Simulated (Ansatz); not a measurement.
Reaction (redistribution): `[OH][Zn][O][SiH3]` + `CC1=C[SiH2]1` → `[SiH3]C1=C[SiH2]1` + `C[O][Zn][OH]`

Program: Ansatz. Geometries: PBE0-D4/def2-TZVP. ΔE: electronic, gas phase. CBS: MP2 limit from def2 TZ/QZ plus the TZ coupled-cluster correction, frozen cores. DFT in def2-TZVPP. B3LYP here is the variant with VWN-RPA as its local correlation; programs differ in this. For Zn outer-core shells are correlated without core-valence functions, which leaves a few kJ/mol of doubt a bond. Scalar relativity is left out up to krypton. One conformer a species, not always the lowest.

`[OH][Zn][O][SiH3]`:

```xyz
8

O     1.266    2.979    0.354
Zn    0.845    1.280    0.151
O     0.567   -0.449    0.051
Si   -0.603   -1.570   -0.045
H     0.864    3.576   -0.280
H     0.009   -2.924    0.011
H    -1.580   -1.443    1.076
H    -1.368   -1.450   -1.320
```

`CC1=C[SiH2]1`:

Z-matrix (Å, degrees):
```
C
C 1 1.478
H 1 1.093 2 111.9
H 1 1.093 2 110.4 3 121.2
H 1 1.093 2 110.4 3 -121.2
C 2 1.332 1 138.0 3 -0.1
Si 2 1.815 1 154.1 3 179.9
H 6 1.084 2 135.5 1 0.0
H 7 1.484 2 121.9 1 -75.8
H 7 1.484 2 121.9 1 75.8
```

`[SiH3]C1=C[SiH2]1`:

Z-matrix (Å, degrees):
```
Si
C 1 1.845
H 1 1.488 2 111.4
H 1 1.486 2 109.1 3 120.7
H 1 1.486 2 109.1 3 -120.7
C 2 1.336 1 139.4 3 -0.0
Si 2 1.828 1 153.3 3 -179.9
H 6 1.084 2 134.5 1 0.0
H 7 1.481 2 121.0 1 -75.6
H 7 1.481 2 121.0 1 75.5
```

`C[O][Zn][OH]`:

Cartesian coordinates in Å:
```
C 0.721 -0.468 1.292
O 0.907 -0.201 -0.071
Zn -0.360 0.243 -1.213
O -1.547 0.573 -2.478
H 1.690 -0.729 1.729
H 0.041 -1.312 1.473
H 0.334 0.398 1.846
H -1.786 1.496 -2.579
```

(1) Is it downhill or uphill in electronic energy at CCSD(T)/CBS, and by how much? (An estimate is asked.)

(2) What do these levels give: r2SCAN-D4, B3LYP-D4, CAM-B3LYP-D4, ωB97X-V, BLYP, B3LYP, r2SCANh, r2SCAN0, HF/def2-SVP, SCS-MP2/def2-TZVPP, CCSD/def2-TZVPP, MP2/def2-QZVPP? (Estimate.)

Largest T1 diagnostic among the species: 0.017.

Answers

(1) The calculation gave: Uphill: ΔE = +1.80 eV.

(2) Ansatz gave: r2SCAN-D4 1.75, B3LYP-D4 1.72, CAM-B3LYP-D4 1.78, ωB97X-V 1.76, BLYP 1.64, B3LYP 1.73, r2SCANh 1.78, r2SCAN0 1.82, HF/def2-SVP 1.80, SCS-MP2/def2-TZVPP 1.85, CCSD/def2-TZVPP 1.82, MP2/def2-QZVPP 1.88 eV.

Leaving LDA and LC-ωPBE aside and taking each functional with its dispersion term where it has one, the values, not all of them listed here, spread over 0.25 eV, from revPBE-D4 to BHLYP-D4. LDA lies +0.07 eV from PBE without D4. At CCSD(T), def2-SVP lies −0.08 eV from the extrapolated value and def2-TZVPP −0.01 eV.
